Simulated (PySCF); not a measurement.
SMILES C=CN(C)C1CCC1, C₇H₁₃N

Molfile (atoms numbered from 1):
```
C7H13N
     RDKit          3D

 21 21  0  0  0  0  0  0  0  0999 V2000
    2.9828   -0.3376   -0.6028 C   0  0  0  0  0  0  0  0  0  0  0  0
    1.6569   -0.3954   -0.6872 C   0  0  0  0  0  0  0  0  0  0  0  0
    0.7394    0.1854    0.1623 N   0  0  0  0  0  0  0  0  0  0  0  0
    1.2231    0.7003    1.4218 C   0  0  0  0  0  0  0  0  0  0  0  0
   -0.5867   -0.3832    0.1997 C   0  0  0  0  0  0  0  0  0  0  0  0
   -1.7227    0.5747    0.6109 C   0  0  0  0  0  0  0  0  0  0  0  0
   -2.5657    0.0295   -0.5503 C   0  0  0  0  0  0  0  0  0  0  0  0
   -1.2959   -0.5882   -1.1515 C   0  0  0  0  0  0  0  0  0  0  0  0
    3.5070    0.1488    0.1987 H   0  0  0  0  0  0  0  0  0  0  0  0
    3.5904   -0.7797   -1.3709 H   0  0  0  0  0  0  0  0  0  0  0  0
    1.2001   -0.9077   -1.5224 H   0  0  0  0  0  0  0  0  0  0  0  0
    1.9740    1.4666    1.2319 H   0  0  0  0  0  0  0  0  0  0  0  0
    0.3972    1.1513    1.9671 H   0  0  0  0  0  0  0  0  0  0  0  0
    1.6718   -0.0839    2.0457 H   0  0  0  0  0  0  0  0  0  0  0  0
   -0.6098   -1.3035    0.8059 H   0  0  0  0  0  0  0  0  0  0  0  0
   -2.1310    0.4486    1.6114 H   0  0  0  0  0  0  0  0  0  0  0  0
   -1.4418    1.6145    0.4585 H   0  0  0  0  0  0  0  0  0  0  0  0
   -3.2821   -0.7226   -0.2264 H   0  0  0  0  0  0  0  0  0  0  0  0
   -3.0782    0.7674   -1.1629 H   0  0  0  0  0  0  0  0  0  0  0  0
   -0.8666    0.0431   -1.9262 H   0  0  0  0  0  0  0  0  0  0  0  0
   -1.3711   -1.6113   -1.5138 H   0  0  0  0  0  0  0  0  0  0  0  0
  1  2  2  0
  2  3  1  0
  3  4  1  0
  3  5  1  0
  5  6  1  0
  6  7  1  0
  7  8  1  0
  8  5  1  0
  1  9  1  0
  1 10  1  0
  2 11  1  0
  4 12  1  0
  4 13  1  0
  4 14  1  0
  5 15  1  0
  6 16  1  0
  6 17  1  0
  7 18  1  0
  7 19  1  0
  8 20  1  0
  8 21  1  0
M  END
```

Method: GIAO PBE0/pcSseg-1 magnetisability, rotational g tensor and spin-rotation constants, non-relativistic, gas phase in PySCF 2.14.0. Geometry: GFN2-xTB.

**Question.** Give the nuclear spin-rotation constants along the inertial axes (H = +C I·J) beside the isotropic shieldings.

**Answer.** Rotational constants 4.3692, 1.3279, 1.0709 GHz. A star marks the isotopologue with that one atom substituted, in its own axes.
| atom | isotope | Caa (kHz) | Cbb (kHz) | Ccc (kHz) | mean (kHz) | σ (ppm) |
| --- | --- | --- | --- | --- | --- | --- |
| N3 | 14N | 0.349 | 0.105 | 0.059 | 0.171 | 163.5 |
| H9 | 1H | -0.263 | 0.042 | -0.130 | -0.117 | 28.0 |
| H10 | 1H | -0.213 | 0.028 | -0.126 | -0.104 | 27.8 |
| H11 | 1H | -0.302 | 0.094 | -0.119 | -0.109 | 25.5 |
| H12 | 1H | -0.168 | -0.128 | -0.040 | -0.112 | 29.0 |
| H13 | 1H | -0.112 | -0.051 | -0.122 | -0.095 | 29.2 |
| H14 | 1H | -0.334 | -0.134 | -0.009 | -0.159 | 29.8 |
| H15 | 1H | -0.471 | -0.141 | 0.060 | -0.184 | 28.4 |
| H16 | 1H | -0.400 | -0.028 | -0.072 | -0.167 | 29.6 |
| H17 | 1H | -0.456 | -0.131 | 0.018 | -0.190 | 29.8 |
| H18 | 1H | -0.188 | -0.152 | -0.031 | -0.123 | 29.9 |
| H19 | 1H | -0.319 | -0.139 | -0.009 | -0.155 | 29.9 |
| H20 | 1H | -0.407 | -0.117 | -0.001 | -0.175 | 29.6 |
| H21 | 1H | -0.470 | -0.037 | -0.047 | -0.185 | 29.5 |
| C1 | 13C* | 1.083 | 0.475 | 0.125 | 0.561 | 103.0 |
| C2 | 13C* | 1.452 | 0.670 | 0.173 | 0.765 | 43.0 |
| C4 | 13C* | 0.812 | 0.192 | 0.165 | 0.389 | 154.9 |
| C5 | 13C* | 0.818 | 0.268 | 0.227 | 0.438 | 130.3 |
| C6 | 13C* | 0.580 | 0.249 | 0.167 | 0.332 | 157.6 |
| C7 | 13C* | 0.719 | 0.156 | 0.130 | 0.335 | 173.2 |

For the geometry as given, no vibrational averaging.

**Question.** How do the rotational constants and the g tensor change when H9, H10, H11, H12, H13, H14, H15, H16, H17, H18, H19, H20, H21 are replaced by deuterium?

**Answer.** Constants 3.2908, 1.1148, 0.8941 GHz; g -0.0098, -0.0063, -0.0035, against -0.0130, -0.0074, -0.0042 before.
